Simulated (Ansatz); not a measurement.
C3H5BrSi can be A, `[SiH3]C1=C(Br)C1`, or B, `C=C1[SiH2]C1Br`.

Program: Ansatz. Geometries: PBE0-D4/def2-TZVP. ΔE: electronic, gas phase. CCSD(T)/CBS adds triple-zeta CCSD(T) − MP2 to the extrapolated MP2 energy (def2 sets, frozen cores). DFT in def2-TZVPP. B3LYP here is the variant with VWN-RPA as its local correlation; programs differ in this. For Br outer-core shells are correlated without core-valence functions, which leaves a few kJ/mol of doubt a bond. Scalar relativity is left out up to krypton.

A:

```xyz
10

Si   -0.6399   -1.5567   -0.3317
C     0.1427    0.0721   -0.0226
C     1.1204    0.9184   -0.0563
Br    2.8646    1.2417   -0.5351
C    -0.0811    1.4897    0.5531
H    -1.8142   -1.3722   -1.2224
H     0.3377   -2.4739   -0.9677
H    -1.1039   -2.1269    0.9589
H    -0.1338    1.6138    1.6344
H    -0.6925    2.1940   -0.0106
```

B:

```xyz
10

C    -0.250    0.781    1.567
C    -0.120    0.361    0.322
Si    0.700    0.286   -1.305
C    -0.497   -0.864   -0.444
Br   -0.065   -2.598    0.284
H     0.186    1.717    1.898
H    -0.787    0.194    2.309
H     0.217    1.068   -2.465
H     2.134   -0.061   -1.345
H    -1.517   -0.885   -0.821
```

(1) Which isomer does CCSD(T)/CBS put lower? Give the gap. (Estimate.)

(2) Give E(B) − E(A) in kcal/mol with r2SCAN-D4, ωB97M-V, B2PLYP, HF/def2-TZVPP, CCSD(T)/def2-TZVPP, B3LYP, MP2/def2-TZVPP. (Best estimate.)

Largest T1 diagnostic: 0.011.

Results:

(1) Computed: B, by 8.9 kcal/mol.

(2) The calculation gave: r2SCAN-D4 -8.9, ωB97M-V -9.0, B2PLYP -7.5, HF/def2-TZVPP -5.6, CCSD(T)/def2-TZVPP -7.9, B3LYP -7.8, MP2/def2-TZVPP -6.4. None reverses the order clearly.

In def2-TZVPP, CCSD(T) changes the Hartree–Fock value by −2.3 kcal/mol (the triples alone add −0.3 kcal/mol) and MP2 by −0.8 kcal/mol. The D4 term adds −0.9 kcal/mol with B3LYP and −0.4 kcal/mol with PBE0; it sums over pairs of atoms, weighted by their polarisabilities, and B3LYP, whose exchange is more repulsive, gets the larger term.
